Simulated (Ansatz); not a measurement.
A short molecular-dynamics run on CH4FNTe, SMILES `NC(F)[TeH]`.

```yaml
crystal:
  periodic: [false, false, false]
  atoms:
    - {symbol: N, position_ang: [0.057052, 1.270286, -0.399113]}
    - {symbol: C, position_ang: [0.368366, 0.026459, 0.160613]}
    - {symbol: F, position_ang: [1.454082, -0.531228, -0.467821]}
    - {symbol: Te, position_ang: [-1.280784, -1.423840, 0.013906]}
    - {symbol: H, position_ang: [-0.467502, 1.244607, -1.260626]}
    - {symbol: H, position_ang: [-0.311238, 1.941701, 0.254278]}
    - {symbol: H, position_ang: [0.612785, 0.139457, 1.216035]}
    - {symbol: H, position_ang: [-0.340661, -2.724641, 0.426726]}
basis:
  gaussian: {orbitals: def2-SVP}
hamiltonian: {xc: {name: BLYP}, dispersion: d3bjatm}
md: {timestep: 2 fs, n_steps: 20, ensemble: nve, temperature: 1000, initial_velocities: maxwell_boltzmann, seed: 96}
```

```sh
$ ansatz run in.yaml --threads 2 --pin off --events-out ev --progress --plain --max-ram 4352MiB
```

| step | time (fs) | potential energy (eV) | kinetic (eV) | T (K) | conserved (eV) |
| --- | --- | --- | --- | --- | --- |
| 0 | 0.0 | -12594.9373 | 0.7756 | 1000 | -12594.1618 |
| 1 | 2.0 | -12594.4500 | 0.5385 | 694 | -12593.9115 |
| 2 | 4.0 | -12594.4388 | 0.5182 | 668 | -12593.9206 |
| 3 | 6.0 | -12594.2042 | 0.3140 | 405 | -12593.8902 |
| 4 | 8.0 | -12594.5062 | 0.5819 | 750 | -12593.9243 |
| 5 | 10.0 | -12594.4719 | 0.5365 | 692 | -12593.9354 |
| 6 | 12.0 | -12594.6355 | 0.5160 | 665 | -12594.1195 |
| 7 | 14.0 | -12594.1954 | 0.1938 | 250 | -12594.0016 |
| 8 | 16.0 | -12594.4056 | 0.3525 | 455 | -12594.0530 |
| 9 | 18.0 | -12594.4855 | 0.3593 | 463 | -12594.1261 |
| 10 | 20.0 | -12594.3067 | 0.2823 | 364 | -12594.0243 |
| 11 | 22.0 | -12594.4331 | 0.4276 | 551 | -12594.0055 |
| 12 | 24.0 | -12594.1737 | 0.2321 | 299 | -12593.9416 |
| 13 | 26.0 | -12594.5851 | 0.5577 | 719 | -12594.0274 |
| 14 | 28.0 | -12594.3396 | 0.3742 | 482 | -12593.9654 |
| 15 | 30.0 | -12594.5438 | 0.4542 | 586 | -12594.0896 |
| 16 | 32.0 | -12594.6394 | 0.5591 | 721 | -12594.0803 |
| 17 | 34.0 | -12594.6148 | 0.5602 | 722 | -12594.0546 |
| 18 | 36.0 | -12594.6655 | 0.5394 | 695 | -12594.1262 |
| 19 | 38.0 | -12594.4450 | 0.4592 | 592 | -12593.9858 |
| 20 | 40.0 | -12594.4880 | 0.5525 | 712 | -12593.9355 |

Velocities are drawn at the set temperature; a run this short doesn't reach equilibrium.

Frames (Å, forces in eV/Å):

```xyz
8
time=0.0 fs
N     0.057    1.270   -0.399    0.338    0.153    0.044
C     0.368    0.026    0.161    0.311    0.244   -0.089
F     1.454   -0.531   -0.468    0.615   -0.423   -0.336
Te   -1.281   -1.424    0.014   -0.976   -0.197   -0.155
H    -0.468    1.245   -1.261   -0.348    0.015   -0.620
H    -0.311    1.942    0.254   -0.285    0.504    0.411
H     0.613    0.139    1.216    0.069    0.100    0.623
H    -0.341   -2.725    0.427    0.277   -0.397    0.122
8
time=2.0 fs
N     0.047    1.275   -0.386    1.605   -2.736   -5.620
C     0.371    0.049    0.133    0.917   -1.100    2.520
F     1.461   -0.546   -0.460    0.461   -0.048   -0.620
Te   -1.282   -1.424    0.014   -0.113   -1.297    0.127
H    -0.505    1.329   -1.282    0.751   -0.526    0.664
H    -0.321    1.886    0.182   -2.442    4.553    4.649
H     0.648    0.091    1.269   -0.610    0.409   -1.497
H    -0.262   -2.801    0.431   -0.569    0.745   -0.223
8
time=4.0 fs
N     0.042    1.273   -0.388   -2.086    4.652   -0.221
C     0.376    0.069    0.114    0.958   -2.386    3.395
F     1.468   -0.561   -0.454    0.394    0.244   -0.834
Te   -1.282   -1.424    0.014    0.287   -1.781    0.220
H    -0.513    1.394   -1.278    0.778   -0.840    0.670
H    -0.423    2.005    0.287    1.400   -1.819   -1.087
H     0.660    0.057    1.265   -0.770    0.713   -1.793
H    -0.205   -2.849    0.427   -0.960    1.217   -0.351
8
time=6.0 fs
N     0.031    1.284   -0.390   -1.663    5.248    2.110
C     0.385    0.080    0.106    0.407   -2.494    1.976
F     1.477   -0.576   -0.450    0.335    0.480   -0.923
Te   -1.283   -1.424    0.015    0.382   -1.808    0.203
H    -0.492    1.427   -1.248   -0.066   -0.687   -0.623
H    -0.473    2.055    0.351    2.050   -2.792   -2.147
H     0.642    0.051    1.192   -0.422    0.797   -0.250
H    -0.184   -2.850    0.410   -1.022    1.256   -0.347
8
time=8.0 fs
N     0.016    1.309   -0.387   -0.117    2.896    2.382
C     0.395    0.084    0.104   -0.637   -1.707   -1.659
F     1.486   -0.590   -0.447    0.168    0.722   -0.805
Te   -1.284   -1.426    0.015    0.229   -1.387    0.107
H    -0.473    1.433   -1.242   -0.590   -0.443   -1.476
H    -0.443    1.997    0.332    1.332   -1.641   -1.326
H     0.609    0.076    1.110    0.387    0.656    3.015
H    -0.203   -2.803    0.379   -0.772    0.903   -0.238
8
time=10.0 fs
N     0.000    1.342   -0.378    3.254   -4.100   -5.516
C     0.403    0.082    0.097   -0.658   -0.805   -0.498
F     1.496   -0.602   -0.446   -0.106    1.006   -0.549
Te   -1.284   -1.427    0.016   -0.365   -0.349   -0.148
H    -0.477    1.422   -1.292    0.234   -0.299    0.372
H    -0.363    1.876    0.263   -2.599    4.171    4.884
H     0.590    0.126    1.143    0.282    0.405    1.447
H    -0.252   -2.722    0.340   -0.043   -0.030    0.009
8
time=12.0 fs
N    -0.007    1.363   -0.383    1.102   -1.342   -1.339
C     0.409    0.077    0.089   -0.510    0.126    2.240
F     1.505   -0.612   -0.446   -0.340    1.207   -0.314
Te   -1.285   -1.429    0.016   -1.409    1.166   -0.492
H    -0.471    1.400   -1.328    0.264    0.086    1.223
H    -0.382    1.916    0.381   -0.280    0.377   -0.174
H     0.582    0.191    1.232    0.051   -0.133   -1.491
H    -0.302   -2.642    0.300    1.122   -1.487    0.346
8
time=14.0 fs
N    -0.011    1.381   -0.392    0.735   -0.210    2.484
C     0.413    0.073    0.087   -0.589    0.880    2.803
F     1.513   -0.620   -0.447   -0.550    1.354   -0.122
Te   -1.286   -1.430    0.016   -1.717    1.747   -0.559
H    -0.456    1.381   -1.318   -0.411    0.375    0.362
H    -0.412    1.969    0.492    0.871   -1.548   -3.204
H     0.576    0.251    1.263    0.121   -0.595   -2.193
H    -0.309   -2.618    0.274    1.541   -2.002    0.429
8
time=16.0 fs
N    -0.013    1.398   -0.395    1.421   -0.917    3.114
C     0.415    0.072    0.095   -0.674    1.193    1.511
F     1.521   -0.625   -0.448   -0.749    1.460    0.044
Te   -1.287   -1.431    0.016   -0.605    0.613   -0.241
H    -0.456    1.376   -1.293   -0.928    0.444   -0.606
H    -0.408    1.964    0.480    0.684   -1.271   -2.895
H     0.574    0.288    1.211    0.326   -0.742   -1.081
H    -0.257   -2.672    0.264    0.525   -0.780    0.153
8
time=18.0 fs
N    -0.010    1.413   -0.388    2.691   -3.935   -2.250
C     0.415    0.075    0.107   -0.971    0.761   -2.002
F     1.527   -0.627   -0.449   -0.944    1.543    0.164
Te   -1.289   -1.432    0.016    0.544   -0.537    0.062
H    -0.492    1.389   -1.292   -0.283    0.334    0.248
H    -0.379    1.909    0.358   -1.286    1.614    1.660
H     0.585    0.297    1.117    0.778   -0.260    2.206
H    -0.185   -2.755    0.260   -0.530    0.480   -0.087
8
time=20.0 fs
N    -0.001    1.417   -0.388    2.855   -4.692   -4.341
C     0.412    0.080    0.113   -0.821    0.572   -2.443
F     1.531   -0.626   -0.449   -1.104    1.580    0.132
Te   -1.290   -1.433    0.017    1.112   -1.071    0.196
H    -0.539    1.414   -1.281    0.301    0.027    0.660
H    -0.398    1.917    0.299   -2.015    2.599    3.427
H     0.626    0.296    1.107    0.709   -0.110    2.551
H    -0.133   -2.820    0.253   -1.037    1.094   -0.181
8
time=22.0 fs
N     0.016    1.408   -0.400   -0.435    0.176    1.508
C     0.406    0.087    0.111    0.243    0.713    1.018
F     1.533   -0.621   -0.450   -1.202    1.559   -0.010
Te   -1.292   -1.434    0.017    1.224   -1.191    0.208
H    -0.574    1.440   -1.245    0.183   -0.331    0.040
H    -0.495    2.024    0.371    1.449   -1.670   -1.722
H     0.694    0.291    1.195   -0.322   -0.498   -0.853
H    -0.121   -2.842    0.239   -1.140    1.241   -0.189
8
time=24.0 fs
N     0.033    1.400   -0.408   -1.104    1.468    2.562
C     0.401    0.096    0.112    0.918    0.281    2.279
F     1.532   -0.614   -0.450   -1.238    1.501   -0.124
Te   -1.293   -1.435    0.017    0.992   -0.928    0.162
H    -0.603    1.454   -1.208    0.078   -0.581   -0.457
H    -0.536    2.067    0.378    2.199   -2.388   -2.187
H     0.749    0.267    1.251   -0.934   -0.372   -2.097
H    -0.152   -2.818    0.218   -0.911    1.018   -0.139
8
time=26.0 fs
N     0.046    1.395   -0.409   -0.940    0.847    1.138
C     0.399    0.106    0.121    1.082   -0.294    1.648
F     1.529   -0.603   -0.450   -1.183    1.359   -0.217
Te   -1.293   -1.437    0.017    0.294   -0.105    0.059
H    -0.628    1.445   -1.188    0.425   -0.750   -0.432
H    -0.493    2.019    0.300    1.528   -1.291   -0.675
H     0.769    0.228    1.226   -0.985   -0.016   -1.501
H    -0.219   -2.754    0.191   -0.221    0.250   -0.020
8
time=28.0 fs
N     0.056    1.393   -0.406    2.396   -4.006   -4.554
C     0.401    0.115    0.135    0.441   -0.838   -1.308
F     1.523   -0.590   -0.451   -1.031    1.147   -0.274
Te   -1.294   -1.439    0.017   -0.920    1.375   -0.091
H    -0.637    1.408   -1.184    0.771   -0.686   -0.226
H    -0.392    1.921    0.197   -2.436    3.746    4.972
H     0.751    0.189    1.144   -0.206    0.431    1.329
H    -0.294   -2.681    0.163    0.986   -1.169    0.152
8
time=30.0 fs
N     0.073    1.380   -0.417   -0.308   -0.392   -0.200
C     0.404    0.121    0.145   -0.119   -1.307   -3.365
F     1.516   -0.574   -0.453   -0.811    0.913   -0.283
Te   -1.294   -1.440    0.017   -1.686    2.267   -0.154
H    -0.616    1.344   -1.189    0.499   -0.277   -0.057
H    -0.384    1.967    0.284    0.221    0.249    0.394
H     0.725    0.166    1.112    0.488    0.605    3.442
H    -0.331   -2.652    0.142    1.716   -2.059    0.222
8
time=32.0 fs
N     0.090    1.366   -0.427   -1.065    1.684    2.638
C     0.406    0.124    0.144    1.022   -1.448    0.496
F     1.506   -0.557   -0.455   -0.615    0.728   -0.226
Te   -1.296   -1.441    0.018   -0.912    1.202   -0.062
H    -0.577    1.270   -1.196   -0.125    0.193   -0.255
H    -0.367    2.022    0.386    1.255   -1.741   -2.495
H     0.718    0.167    1.213   -0.447    0.405   -0.193
H    -0.303   -2.703    0.129    0.888   -1.023    0.097
8
time=34.0 fs
N     0.103    1.357   -0.431   -0.858    1.442    2.446
C     0.412    0.121    0.144    1.287   -1.322    2.478
F     1.496   -0.538   -0.458   -0.345    0.484   -0.120
Te   -1.297   -1.441    0.018    0.202   -0.242    0.043
H    -0.542    1.203   -1.214   -0.205    0.603   -0.093
H    -0.302    2.010    0.393    0.791   -1.539   -2.629
H     0.694    0.183    1.306   -0.623    0.182   -2.099
H    -0.240   -2.792    0.119   -0.249    0.392   -0.025
8
time=36.0 fs
N     0.114    1.351   -0.427    0.327   -1.740   -1.280
C     0.422    0.115    0.153    0.757   -0.796    2.272
F     1.485   -0.518   -0.461    0.100    0.088   -0.042
Te   -1.299   -1.442    0.018    0.808   -1.012    0.094
H    -0.515    1.159   -1.234    0.150    0.939    0.381
H    -0.207    1.940    0.299   -1.023    1.415    0.653
H     0.646    0.206    1.318   -0.264   -0.030   -2.008
H    -0.187   -2.867    0.109   -0.856    1.136   -0.070
8
time=38.0 fs
N     0.126    1.341   -0.427    1.601   -4.563   -4.084
C     0.434    0.105    0.168   -0.397   -0.118    0.063
F     1.474   -0.498   -0.464    0.718   -0.432   -0.027
Te   -1.300   -1.442    0.018    0.989   -1.253    0.118
H    -0.482    1.152   -1.240    0.044    0.905    0.167
H    -0.151    1.924    0.230   -2.325    4.242    3.717
H     0.588    0.227    1.254    0.405   -0.123    0.113
H    -0.167   -2.898    0.096   -1.036    1.342   -0.067
8
time=40.0 fs
N     0.142    1.318   -0.439   -0.386    1.933    2.716
C     0.445    0.096    0.184   -1.662    0.188   -3.012
F     1.464   -0.478   -0.467    1.395   -0.992   -0.076
Te   -1.301   -1.444    0.018    0.858   -1.130    0.127
H    -0.448    1.178   -1.240   -0.672    0.497   -0.786
H    -0.185    2.070    0.303    0.381   -1.698   -2.163
H     0.545    0.244    1.194    0.994    0.048    3.236
H    -0.186   -2.878    0.080   -0.908    1.154   -0.041
```

Run time 12 s (2 threads of an AMD EPYC 9R45 on a shared host); peak host memory 0.38 GiB.
